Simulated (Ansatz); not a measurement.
Calculated with Ansatz (gas phase, PBE0-D4/def2-TZVP geometries, no zero-point term in ΔE). CBS: MP2 limit from def2 TZ/QZ plus the TZ coupled-cluster correction, frozen cores. DFT in def2-TZVPP. B3LYP here is the variant with VWN-RPA as its local correlation; programs differ in this. For Se outer-core shells are correlated without core-valence functions, which leaves a few kJ/mol of doubt a bond. Scalar relativity is left out up to krypton. Each species was taken in one conformer, which may not be the lowest.

`CB[Se]C` + `CCC(O)=S` → `CBCC(O)=S` + dimethyl selenide  (formal exchange of groups at a B–Se bond)

`CB[Se]C`:

```xyz
11

C    -0.554   -1.406   -1.571
B    -0.424   -0.321   -0.459
Se    1.245   -0.013    0.404
C     0.801    1.412    1.660
H    -1.322   -2.134   -1.286
H    -0.922   -0.943   -2.495
H     0.364   -1.949   -1.803
H    -1.354    0.348   -0.110
H    -0.253    1.656    1.551
H     1.005    1.067    2.671
H     1.414    2.283    1.437
```

`CCC(O)=S`:

Z-matrix (Å, degrees):
```
C
C 1 1.527
H 1 1.091 2 110.1
H 1 1.091 2 110.6 3 -119.6
H 1 1.094 2 112.8 3 119.6
C 2 1.502 1 112.8 3 178.2
H 2 1.088 1 110.4 3 57.3
H 2 1.098 1 109.9 3 -61.0
S 6 1.619 2 124.6 1 -116.9
O 6 1.337 2 114.9 1 62.5
H 10 0.966 6 110.1 2 -0.1
```

`CBCC(O)=S`:

```xyz
13

C     1.237   -0.811    1.446
B     0.202   -0.632    0.307
C     0.081    0.687   -0.527
C    -1.274    1.052   -1.055
O    -1.938    0.059   -1.649
S    -1.922    2.533   -0.939
H     2.045   -0.077    1.454
H     0.666   -0.664    2.377
H     1.645   -1.822    1.516
H    -0.533   -1.553    0.042
H     0.714    0.448   -1.405
H     0.540    1.553   -0.053
H    -1.463   -0.773   -1.514
```

`C[Se]C`:

Cartesian coordinates in Å:
```
C 0.965 1.028 -0.347
Se -0.870 0.917 0.273
C -0.974 -1.019 0.350
H 1.640 0.575 0.379
H 1.205 2.086 -0.449
H 1.069 0.541 -1.316
H -0.815 -1.447 -0.639
H -0.243 -1.411 1.055
H -1.977 -1.271 0.693
```

```tsv
level	ΔE (kJ/mol)	difference from CCSD(T)/CBS
PBE0-D4	82.2	-3.7
B3LYP-D4	79.6	-6.3
ωB97X-V	79.0	-6.9
ωB97M-V	78.3	-7.6
B2PLYP	82.4	-3.5
PBE	81.6	-4.3
r2SCAN	82.1	-3.8
PBE0	81.8	-4.1
HF/def2-TZVPP	77.3	-8.6
MP2/def2-TZVPP	87.6	1.7
SCS-MP2/def2-TZVPP	85.1	-0.8
CCSD/def2-TZVPP	84.2	-1.7
HF/def2-QZVPP	76.1	-9.8
SCS-MP2/def2-QZVPP	84.4	-1.5
MP2/CBS(def2)	87.3	1.4
CCSD/CBS(def2)	83.9	-2.0
CCSD(T)/CBS	85.9	0
```

Largest T1 diagnostic among the species: 0.015.

In def2-TZVPP, CCSD(T) changes the Hartree–Fock value by +8.9 kJ/mol (the triples alone add +2.0 kJ/mol) and MP2 by +10.2 kJ/mol.

CCSD(T)/CBS has its own doubt, a few kJ/mol and more with outer-core shells, so smaller differences from it don't rank the levels.
